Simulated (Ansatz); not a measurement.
Coupled-cluster diagnostics for In(PF3)H3 (InPH3F3), Ansatz.

Geometry of the singlet (r2SCAN-D4/def2-SVP):

```xyz
8

F     1.8047    0.1119   -1.5426
F    -0.4690   -0.1240   -2.3159
F     0.6179   -1.9585   -1.1865
In   -0.5678    0.5724    1.4659
P     0.3963   -0.3957   -1.0124
H    -2.0359   -0.3359    1.3297
H    -0.5197    2.2155    0.9219
H     0.7734   -0.0858    2.3399
```

In the def2 sets In takes a core potential; there is no spin–orbit coupling. Correlated methods freeze 12 core orbitals; core or outer-core shells of In are correlated, in sets that lack core-valence functions. Another isomer (singlet) lies 0.49 eV lower at PBE0-D4/def2-TZVP; other spin states weren't run for this one.

**Question.** Estimate the CCSD(T) correlation energy, the shares of MP2 and (T), T1 and the reference's ⟨S²⟩ for: charge 0, singlet, own geometry in def2-SVP; and the rough time on 2 threads of Intel Xeon Platinum 8259CL on a shared host.

**Answer.** 
```csv
state,basis,correlation (eV),MP2 share (%),(T) share (%),T1,⟨S²⟩ (pure),wall time
"charge 0, singlet, own geometry",def2-SVP,-22.506,94.0,2.0,0.012,0.00 (0.00),11 s
```
Customary marks for T1 are 0.02 (closed shells), 0.045 (open shells) and about 0.05 (3d metals). T1 stays under 0.02 throughout.
